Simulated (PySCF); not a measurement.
```xyz
4
charge 0 multiplicity 1, angstrom
Sc   -0.3569    0.0000    0.1247
O     0.6495    0.0000    1.4694
O     0.2934    0.0000   -1.6774
H     1.0958    0.0000   -2.1947
```

Level of theory: PySCF, PBE0, basis Sc def2-TZVP, O def2-TZVP, H def2-TZVP (no relativity, density fitting).

This geometry of ScO(OH) is a stationary point at this level.

(1) What is the point group?

(2) Is it a minimum?

(3) List the harmonic modes with their infrared intensities.

(4) Give the ideal-gas entropy at 298.15 K and 1 bar by parts.

(5) What is the atomisation energy, with and without zero-point energy?

Answers

(1) Cs.

(2) Yes: all harmonic wavenumbers are real.

(3) 
```csv
symmetry,ω (cm⁻¹),IR (km/mol)
a',170,46.6
a',435,153
a'',472,171
a',673,162
a',976,307
a',3965,82.9
```

(4) translation 163.2, rotation 97.4, vibration 18.6, spin 0.0; total 279.2 J/(mol K).

(5) 1560 kJ/mol without, 1520 kJ/mol with.

Other isomers or separated fragments may lie lower.
